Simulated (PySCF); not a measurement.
C7H12.
SMILES with atom numbers: `[CH2:1]1[CH2:2][C@H:3]2[CH2:4][CH2:5][C@@H:6]1[CH2:7]2` (hydrogens: H8, H9 on C1; H10, H11 on C2; H12 on C3; H13, H14 on C4; H15, H16 on C5; H17 on C6; H18, H19 on C7)

Method: PBE0-D3(BJ)/def2-SVP geometry optimisation, gas phase in PySCF 2.14.0.

**Question.** Give the optimised bond lengths and angles.

**Answer.** 
| bond | length (pm) | order |
| --- | --- | --- |
| C1–C2, C4–C5 | 155.2 | single |
| C1–C6 and 3 like bonds | 153.6 | single |
| C3–C7, C6–C7 | 153.5 | single |
| C1–H8 and 3 like bonds | 110.1 | single |
| C1–H9 and 3 like bonds | 110.1 | single |
| C3–H12, C6–H17 | 110.0 | single |
| C7–H18, C7–H19 | 110.2 | single |

Bonds in one row agree within 1 pm and their mean is given. Orders are formal, as drawn. A selection of angles:
| angle | degrees |
| --- | --- |
| C2–C1–C6 | 103.1 |
| C2–C1–H8 | 113.0 |
| C2–C1–H9 | 111.2 |
| C6–C1–H8 | 111.9 |
| C6–C1–H9 | 110.7 |
| H8–C1–H9 | 107.0 |
| C2–C3–C4 | 108.4 |
| C2–C3–C7 | 101.5 |
| C2–C3–H12 | 113.9 |
| C7–C3–H12 | 116.3 |
| C6–C7–H18 | 113.3 |
| C3–C7–C6 | 94.3 |
| H18–C7–H19 | 108.8 |

Dihedral angles: C6–C1–C2–C3 0° (synperiplanar); C1–C2–C3–C4 -71° (synclinal); C2–C3–C4–C5 71° (synclinal); C3–C4–C5–C6 0° (synperiplanar); C4–C5–C6–C7 35° (synclinal); C5–C6–C7–C3 -56° (synclinal); C2–C1–C6–C5 71° (synclinal); C2–C3–C7–C6 -56° (synclinal).

Of the pairs four or more bonds apart, H11···H13 is among the closest relative to their van der Waals radii: 2.40 Å, 100 % of the sum of Bondi's values. The 5-membered ring C3–C4–C5–C6–C7 has internal angles of 94.3° to 103.1°; it is puckered, 0.26 Å rms from its mean plane, widest ring torsion 56°. The 5-membered ring C1–C2–C3–C7–C6 has internal angles of 94.3° to 103.1°; it is puckered, 0.26 Å rms from its mean plane, widest ring torsion 56°.

Point group: C2v (tolerance 0.08 Å). PBE0-D3(BJ)/def2-SVP frequencies: not computed here.

Hardware: an Arm Neoverse V1 with one thread, on a shared host. Cost: 43 s wall. That covers the optimisation of the geometry.
